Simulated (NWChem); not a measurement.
stibine (SbH$_{3}$); SMILES [SbH3]

Computed with NWChem. def2 effective core potentials on Sb; no spin-orbit coupling. The level has its own optimisation; frequencies are unscaled.

Estimate the computed values for LDA (Slater exchange, VWN5)/def2-SVP. Quantities: r H–Sb (Å); highest harmonic frequency (cm⁻¹); lowest (cm⁻¹); zero-point energy (kcal/mol).

The r H–Sb (Å) is 1.726 and the highest harmonic frequency (cm⁻¹) is 1911. The lowest (cm⁻¹) is 769 and the zero-point energy (kcal/mol) is 11.6.
